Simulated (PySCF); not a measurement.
Gas-phase reaction: 4 WF5OH + 3 WO3 = 5 WOF4 + 2 WO2(OH)2

Method: PySCF energies plus ideal-gas RRHO corrections (1 bar). † marks an energy on the PBE0/def2-TZVP geometry and frequencies; other levels use their own. MP2 and CCSD(T) freeze the core. All species are closed-shell singlets. B3LYP is the form with VWN-RPA correlation. W: scalar-relativistic def2 core potential, no spin-orbit coupling. WF5OH: computed as isolated molecules; such fragments, hydroxides, amides, oligomers or adducts are transient or little studied in the gas. MP2 isn't extrapolated to the basis-set limit. CCSD(T) isn't extrapolated to the basis-set limit. Warning, large T1 diagnostic: WF5OH, WO2(OH)2, WO3, WOF4 (CCSD(T)/def2-SVP†).

| level | ΔH°(298 K), kJ |
|---|---|
| B3LYP/def2-TZVP† | -1028 |
| CCSD(T)/def2-SVP† | (withheld) |
| HF/def2-TZVP† | -1223 |
| MP2/def2-SVP† | -1074 |
| PBE/def2-SVP | (withheld) |
| ωB97M-V/def2-TZVP† | (withheld) |

Question: What belongs in the gaps?

Answer: 
- CCSD(T)/def2-SVP†, ΔH°(298 K), kJ: -1048
- PBE/def2-SVP, ΔH°(298 K), kJ: -918
- ωB97M-V/def2-TZVP†, ΔH°(298 K), kJ: -1075
